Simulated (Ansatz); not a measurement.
A structure relaxed at PBE0-D4/def2-TZVP, charge 0, multiplicity 1:

```
atom   x (Å)   y (Å)   z (Å)
  O1  -0.540   0.950  -1.070
 Mo2   0.109  -0.271   0.114
  F3   1.852   0.134  -0.265
  F4   0.741  -1.272   1.505
  F5  -0.005   1.085   1.357
  F6   0.217  -1.605  -1.122
  F7  -1.556  -0.893   0.545
  H8  -0.816   1.871  -1.064
```

**Question.** Give its formula and SMILES.

**Answer.** F5HMoO, `[OH][Mo]([F])([F])([F])([F])[F]`.

**Question.** Point group (tolerance 0.08 Å, 0.16 Å for H)?

**Answer.** Cs.

**Question.** Summarise the bond lengths by kind.

**Answer.** 1 × Mo–O 1.820 Å; 1 × H–O 0.962 Å; 5 × F–Mo 1.822 to 1.843 Å.

Results of the Gaussian-basis code of Ansatz.
